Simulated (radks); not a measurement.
Values are calculated unless marked as measured or tabulated.
All-electron atom: neutral palladium in [Kr] 4d9 5f1 (not the ground configuration). Level of theory: scalar-relativistic Kohn-Sham, SCAN, spin-polarised, spherical densities, finite nucleus; open shells are filled with parallel spins first (spin-orbit coupling, left out, can overturn this in heavy ions); meta-GGA in the generalised Kohn-Sham scheme; Fermi nuclear charge, rms radius 4.5318 fm (a radial shooting solver on a logarithmic mesh with Libxc functionals).

Unscreened Slater integrals over Kohn-Sham orbitals (eV). They are taken over the spin-up orbitals.

| integral | value |
|---|---|
| F0(5f,5f) | 0.79584 |
| F2(5f,5f) | 0.42004 |
| F4(5f,5f) | 0.29602 |
| F6(5f,5f) | 0.22999 |
| F0(5f,4d) | 1.1193 |
| F2(5f,4d) | 0.015295 |
| F4(5f,4d) | 0.0014766 |
| G1(5f,4d) | 0.00064555 |
| G3(5f,4d) | 0.00035348 |
| G5(5f,4d) | 0.00023816 |
| F0(5f,4p) | 1.1193 |
| F2(5f,4p) | 0.0075228 |
| G2(5f,4p) | 6.0993e-05 |
| G4(5f,4p) | 3.8651e-05 |
| F0(5f,4s) | 1.1193 |
| G3(5f,4s) | 2.9976e-05 |
| F0(4d,4d) | 17.179 |
| F2(4d,4d) | 8.4095 |
| F4(4d,4d) | 5.4440 |
| F0(4d,4p) | 19.688 |
| F2(4d,4p) | 9.5129 |
| G1(4d,4p) | 11.878 |
| G3(4d,4p) | 7.2212 |
| F0(4d,4s) | 20.309 |
| G2(4d,4s) | 8.6261 |
| F0(4p,4p) | 23.507 |
| F2(4p,4p) | 12.339 |
| F0(4p,4s) | 24.556 |
| G1(4p,4s) | 16.676 |
| F0(4s,4s) | 25.774 |

Derived for the open shells (J is the average intra-shell exchange parameter used in DFT+U). 4d: Racah B = F2/49 - 5 F4/441 = 0.1099 eV, C = 35 F4/441 = 0.4321 eV, C/B = 3.93, F4/F2 = 0.647, J = (F2 + F4)/14 = 0.9895 eV. 5f: F4/F2 = 0.705, F6/F2 = 0.548, J = (286 F2 + 195 F4 + 250 F6)/6435 = 0.03657 eV.
